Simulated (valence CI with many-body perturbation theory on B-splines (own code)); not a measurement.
**Dy32+: electric-dipole lines**

Level of theory: configuration interaction combined with many-body perturbation theory (CI+MBPT): six valence electrons over a frozen Dirac-Fock core [Ar] 3d10, radial functions for each j: 9 s, 9 p, 8 d, 6 f, 3 g, 1 h, with the one-electron correlation potential Σ1 (screened to all orders), the two-electron term Σ2, the three-electron term Σ3, Breit, model QED; selected single and double excitations, second order for the rest, scaled by the run's own slope (own B-spline code, finite nucleus).

The last digits are not significant, and no measured levels were compared; by estimate large intervals hold to a few tenths of a per cent, small ones and those within an open d or f shell to about a per cent. Among the levels kept, up to 640 cm⁻¹ of a level comes from second order outside the variational space, and about a tenth of that is noise between levels of different J, which matters for small intervals.

Lines 51 to 90 of 90 in falling wavelength, among levels below 1683000 cm⁻¹, chosen from the strongest by gf and those to the six lowest levels. Wavelengths and rates use the calculated energies. Electric multipoles are in the length gauge, E1 and E2 with the static RPA response of the core. Weak lines are less certain than strong ones. Lines between different terms over intervals too small for the method are left out, as are lines whose strength nearly cancels. The highest levels of a list are the least certain.

Levels are named by their leading jj configuration (3d3/2^4 stands for four electrons in 3d with j = 3/2), which in mixed levels can hold well under half, so a name can repeat and another be missing. Letters in brackets count levels of one name in rising energy.

| λ vac (nm) | Upper | Lower | A (s⁻¹) | log gf | Branch % |
| --- | --- | --- | --- | --- | --- |
| 8.611 | (4s^2 4p1/2^2 4p3/2 4d5/2) J=2 | (4s^2 4p1/2^2 4p3/2^2) J=2 | 1.80e+11 | 0.00 | 96.5 |
| 8.595 | (4s^2 4p1/2 4p3/2^2 4d5/2) J=3 [b] | (4s^2 4p1/2 4p3/2^3) J=2 | 1.84e+09 | -1.85 | 88.8 |
| 8.533 | (4s^2 4p1/2 4p3/2^2 4d5/2) J=2 [a] | (4s^2 4p1/2 4p3/2^3) J=1 | 1.66e+09 | -2.04 | 17.4 |
| 8.523 | (4s^2 4p1/2^2 4p3/2 4d5/2) J=1 | (4s^2 4p1/2^2 4p3/2^2) J=0 | 1.98e+11 | -0.19 | 96.8 |
| 8.442 | (4s^2 4p1/2 4p3/2^2 4d3/2) J=1 [c] | (4s^2 4p1/2 4p3/2^3) J=1 | 9.35e+10 | -0.52 | 11.8 |
| 8.438 | (4s^2 4p1/2 4p3/2^2 4d5/2) J=2 [b] | (4s^2 4p1/2 4p3/2^3) J=2 | 1.22e+11 | -0.18 | 38.4 |
| 8.420 | (4s^2 4p1/2 4p3/2^2 4d5/2) J=0 | (4s^2 4p1/2 4p3/2^3) J=1 | 2.67e+11 | -0.55 | 100.0 |
| 8.412 | (4s^2 4p1/2^2 4p3/2 4d5/2) J=3 | (4s^2 4p1/2^2 4p3/2^2) J=2 | 2.19e+11 | 0.21 | 100.0 |
| 8.369 | (4s^2 4p1/2 4p3/2^2 4d3/2) J=1 [d] | (4s^2 4p1/2 4p3/2^3) J=2 | 8.58e+10 | -0.57 | 11.7 |
| 8.247 | (4s^2 4p1/2 4p3/2^2 4d5/2) J=3 [c] | (4s^2 4p1/2 4p3/2^3) J=2 | 3.00e+11 | 0.33 | 84.6 |
| 8.223 | (4s^2 4p1/2 4p3/2^2 4d5/2) J=2 [b] | (4s^2 4p1/2 4p3/2^3) J=1 | 1.33e+11 | -0.17 | 41.5 |
| 8.157 | (4s^2 4p1/2 4p3/2^2 4d3/2) J=1 [d] | (4s^2 4p1/2 4p3/2^3) J=1 | 1.37e+11 | -0.39 | 18.8 |
| 8.118 | (4s^2 4p1/2^2 4p3/2 4d5/2) J=1 | (4s^2 4p1/2^2 4p3/2^2) J=2 | 1.92e+09 | -2.25 | 0.9 |
| 8.116 | (4s^2 4p1/2 4p3/2^2 4d5/2) J=1 [b] | (4s^2 4p1/2 4p3/2^3) J=2 | 5.39e+11 | 0.20 | 76.3 |
| 8.037 | (4s^2 4p1/2 4p3/2^2 4d5/2) J=2 [c] | (4s^2 4p1/2 4p3/2^3) J=2 | 2.81e+11 | 0.13 | 37.3 |
| 7.917 | (4s^2 4p1/2 4p3/2^2 4d5/2) J=1 [b] | (4s^2 4p1/2 4p3/2^3) J=1 | 8.62e+10 | -0.61 | 12.2 |
| 7.842 | (4s^2 4p1/2 4p3/2^2 4d5/2) J=2 [c] | (4s^2 4p1/2 4p3/2^3) J=1 | 4.39e+11 | 0.31 | 58.3 |
| 7.640 | (4s^2 4p1/2 4p3/2^2 4d3/2) J=1 [a] | (4s^2 4p1/2^2 4p3/2^2) J=0 | 7.12e+09 | -1.73 | 54.0 |
| 7.313 | (4s^2 4p1/2 4p3/2^2 4d3/2) J=1 [a] | (4s^2 4p1/2^2 4p3/2^2) J=2 | 5.59e+09 | -1.87 | 42.4 |
| 7.279 | (4s^2 4p1/2 4p3/2^2 4d3/2) J=2 [a] | (4s^2 4p1/2^2 4p3/2^2) J=2 | 5.29e+09 | -1.68 | 87.1 |
| 7.231 | (4s^2 4p1/2 4p3/2^2 4d5/2) J=1 [a] | (4s^2 4p1/2^2 4p3/2^2) J=0 | 5.42e+09 | -1.89 | 9.8 |
| 7.160 | (4s^2 4p1/2 4p3/2^2 4d3/2) J=3 [a] | (4s^2 4p1/2^2 4p3/2^2) J=2 | 7.40e+09 | -1.40 | 97.2 |
| 6.937 | (4s^2 4p1/2 4p3/2^2 4d5/2) J=1 [a] | (4s^2 4p1/2^2 4p3/2^2) J=2 | 2.23e+10 | -1.32 | 40.2 |
| 6.865 | (4s^2 4p1/2 4p3/2^2 4d5/2) J=3 [a] | (4s^2 4p1/2^2 4p3/2^2) J=2 | 1.26e+10 | -1.21 | 97.7 |
| 6.835 | (4s^2 4p1/2 4p3/2^2 4d3/2) J=2 [b] | (4s^2 4p1/2^2 4p3/2^2) J=2 | 5.06e+10 | -0.75 | 98.8 |
| 6.833 | (4s^2 4p1/2 4p3/2^2 4d3/2) J=1 [b] | (4s^2 4p1/2^2 4p3/2^2) J=0 | 2.78e+09 | -2.23 | 0.3 |
| 6.586 | (4s^2 4p1/2 4p3/2^2 4d3/2) J=1 [c] | (4s^2 4p1/2^2 4p3/2^2) J=0 | 5.76e+11 | 0.05 | 72.5 |
| 6.570 | (4s^2 4p1/2 4p3/2^2 4d3/2) J=1 [b] | (4s^2 4p1/2^2 4p3/2^2) J=2 | 8.17e+11 | 0.20 | 97.3 |
| 6.542 | (4s^2 4p1/2 4p3/2^2 4d3/2) J=2 [c] | (4s^2 4p1/2^2 4p3/2^2) J=2 | 9.19e+11 | 0.47 | 98.1 |
| 6.508 | (4s^2 4p1/2 4p3/2^2 4d3/2) J=3 [b] | (4s^2 4p1/2^2 4p3/2^2) J=2 | 1.01e+12 | 0.65 | 99.6 |
| 6.411 | (4s^2 4p1/2 4p3/2^2 4d3/2) J=1 [d] | (4s^2 4p1/2^2 4p3/2^2) J=0 | 4.13e+11 | -0.12 | 56.5 |
| 6.392 | (4s^2 4p1/2 4p3/2^2 4d5/2) J=2 [a] | (4s^2 4p1/2^2 4p3/2^2) J=2 | 6.77e+09 | -1.68 | 70.9 |
| 6.342 | (4s^2 4p1/2 4p3/2^2 4d3/2) J=1 [c] | (4s^2 4p1/2^2 4p3/2^2) J=2 | 1.24e+11 | -0.65 | 15.6 |
| 6.302 | (4s^2 4p1/2 4p3/2^2 4d5/2) J=3 [b] | (4s^2 4p1/2^2 4p3/2^2) J=2 | 2.31e+08 | -3.02 | 11.2 |
| 6.262 | (4s^2 4p1/2 4p3/2^2 4d5/2) J=1 [b] | (4s^2 4p1/2^2 4p3/2^2) J=0 | 7.01e+10 | -0.91 | 9.9 |
| 6.217 | (4s^2 4p1/2 4p3/2^2 4d5/2) J=2 [b] | (4s^2 4p1/2^2 4p3/2^2) J=2 | 6.42e+10 | -0.73 | 20.1 |
| 6.179 | (4s^2 4p1/2 4p3/2^2 4d3/2) J=1 [d] | (4s^2 4p1/2^2 4p3/2^2) J=2 | 9.25e+10 | -0.80 | 12.7 |
| 6.112 | (4s^2 4p1/2 4p3/2^2 4d5/2) J=3 [c] | (4s^2 4p1/2^2 4p3/2^2) J=2 | 5.47e+10 | -0.67 | 15.4 |
| 6.040 | (4s^2 4p1/2 4p3/2^2 4d5/2) J=1 [b] | (4s^2 4p1/2^2 4p3/2^2) J=2 | 5.67e+09 | -2.03 | 0.8 |
| 5.996 | (4s^2 4p1/2 4p3/2^2 4d5/2) J=2 [c] | (4s^2 4p1/2^2 4p3/2^2) J=2 | 3.32e+10 | -1.05 | 4.4 |
